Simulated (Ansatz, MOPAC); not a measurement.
Molecule: HgI2, net charge 0, singlet state. SMILES: [I][Hg][I]

Atoms: Hg1, I2, I3. Bonds: Hg1-I2, Hg1-I3.

Bond lengths (Å) and angles (degrees) optimised at PM6 with MOPAC; PM7 with MOPAC; B3LYP/LANL2DZ with Ansatz (an electronic-structure program), each started from the B3LYP-D3(BJ)/def2-TZVP structure (Ansatz) of the last column. A row stands for all coordinates that are equal there.

```
coordinate    PM6    PM7  B3LYP/LANL2DZ  B3LYP-D3(BJ)/def2-TZVP
----------  -----  -----  -------------  ----------------------
Hg1-I2      2.399  2.565          2.747                   2.612
I2-Hg1-I3   180.0  180.0          180.0                   180.0
```

Mean signed difference of all 2 bond lengths from B3LYP-D3(BJ)/def2-TZVP: PM6 -0.213 Å, PM7 -0.047 Å, B3LYP/LANL2DZ 0.136 Å.
